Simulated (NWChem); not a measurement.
# Total energies of As

```xyz
1

As     0.0000     0.0000     0.0000
```
Charge 0, spin multiplicity 4.

The numbers come from NWChem runs, not from measurements.

Basis set: def2-SVP (32 functions).

| method | total energy (Ha) |
|---|---|
| UHF | -2233.91692 |
| UMP2 | -2234.09445 |
| UB2PLYP | -2235.15737 |
| UPBE | -2235.19489 |
| UB3LYP | -2235.57271 |
| Ur2SCAN | -2235.53060 |

Total energies of different functionals aren't comparable as a measure of quality: only differences taken within one method are. 

The Hamiltonian is non-relativistic. The correlated methods keep 9 core orbitals frozen. B3LYP has NWChem's definition, with VWN1-RPA local correlation. No SCF solution was tested for a lower state. Open-shell Hartree-Fock references start from PBE0 orbitals.
